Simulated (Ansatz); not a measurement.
System: BGeH₄, charge 0, doublet. BGeH4 (SMILES [BH][GeH3], doublet).
B3LYP-D3(BJ)/def2-TZVP minimum from Ansatz (an electronic-structure program):
```xyz
6

B     -1.6960    -0.1079    -0.4631
Ge     0.2679     0.0374     0.0725
H      1.1631    -1.1579    -0.3262
H      0.9007     1.3177    -0.5007
H      0.2885     0.1535     1.6112
H     -2.4453    -0.9692    -0.7879
```
Charge 0, spin multiplicity 2.

Atomisation energy term by term, kcal/mol (programs: Ansatz). Radicals and triplets start from unrestricted determinants; spin-orbit coupling is neglected. Cores are frozen in correlated methods (noble-gas shells, and filled d and f shells in the p block). No relativity. CBS(X,Y): correlation extrapolated as X^-3, Hartree-Fock from the larger set. A bracket is a step between two methods taken in the basis named. For partners of very few electrons the exact lower level stands in for a higher one.

```csv
term,basis,kcal/mol
Hartree-Fock,cc-pVQZ,274.98
CCSD correlation,"CBS(cc-pVTZ,cc-pVQZ)",74.36
(T),"CBS(cc-pVTZ,cc-pVQZ)",2.72
CCSDT(Q) - CCSD(T),cc-pVTZ,0.31
sum: De,,352.4
```

The step beyond CCSD(T) by other levels: CCSDT(Q) in cc-pVDZ 0.35 kcal/mol.
